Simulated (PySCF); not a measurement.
Unknown compound

The spectra below were simulated for a compound C5H8F2O2Si.

¹H NMR (400 MHz, computed): δ 6.15 (m, 1H), 5.97 (m, 1H), 5.35 (s, 3H), 2.23 (s, 3H).

¹³C{¹H} NMR (computed): δ 204.5 (C), 174.2 (C), 121.3 (CH), 105.2 (CH), 33.0 (CH3).

PySCF calculation with PBE0/pcSseg-1 with gauge-including orbitals and GFN2-xTB geometry; a single conformation, no solvent model, non-relativistic, fast rotation and ring inversion assumed for equivalent nuclei.

References, each an isolated molecule treated in the same way: ¹H and ¹³C vs TMS.

Question: Which candidate is it?
A. O=C1CC[C@@H]1O[SiH2]C(F)F
B. CCC(=O)/C(=C/F)O[SiH2]F
C. CC(=O)/C=C(\O[SiH3])C(F)F
D. CC(=O)O[SiH2]C/C(F)=C\F
E. C=C(CC(=O)O[SiH3])C(F)F

Answer: C. 

1. Rings plus π bonds: 2 (no ring in the answer).
2. 5 carbon signals for 5 carbons: no two carbons are equivalent.
3. Carbon types of the structure: 2 × C, 2 × CH, 1 × CH3, leaving 3 H on heteroatoms.
4. δC 204.5: ketone carbonyl carbon; low-lying n→π* states of the double bond to the heteroatom give a large paramagnetic term (-267 ppm).
5. δC 174.2: alkene carbon bearing oxygen; an sp2 carbon further deshielded by the attached heteroatom.
6. δC 121.3: allylic sp3 CH bonded to 2 F; 2 electronegative neighbours deshield it.
7. δC 105.2: β carbon of an enol-ether or enamine type C=C; the O or N lone pair pushes π density onto this β carbon and shields it.
8. δH 5.97: hydrogen on a β carbon of an enol-ether or enamine type C=C; a vinylic proton, deshielded by the sp2 carbon and the C=C anisotropy.

The others: CCC(=O)/C(=C/F)O[SiH2]F has carbons computed at 204.3, 151.7, 141.1, 36.8, 8.7, with a different DEPT pattern; O=C1CC[C@@H]1O[SiH2]C(F)F would give 8 signals for carbon-bound and other non-exchanging H, not 4; CC(=O)O[SiH2]C/C(F)=C\F has carbons computed at 177.7, 162.1, 148.5, 23.7, 16.3, with a different DEPT pattern; C=C(CC(=O)O[SiH3])C(F)F would give 5 signals for carbon-bound and other non-exchanging H, not 4.

Splittings by ¹⁹F in the carbon and heteronuclear signals aren't shown, as no couplings were computed. Shifts are as computed. Against solution values, carbons near 30 ppm lie about +3 ppm off and those near 130 ppm about +5 ppm. Of 1309 compounds with measured shifts, 239 miss one by over three times the rms of a fit or turn the order of signals round; such compounds aren't used in these exercises. No couplings were computed; multiplicities are counted from neighbouring protons, with m where these are inequivalent, close in shift, in a saturated or five-membered ring or joined by F or P, and br s for small geminal =CH2 splittings.
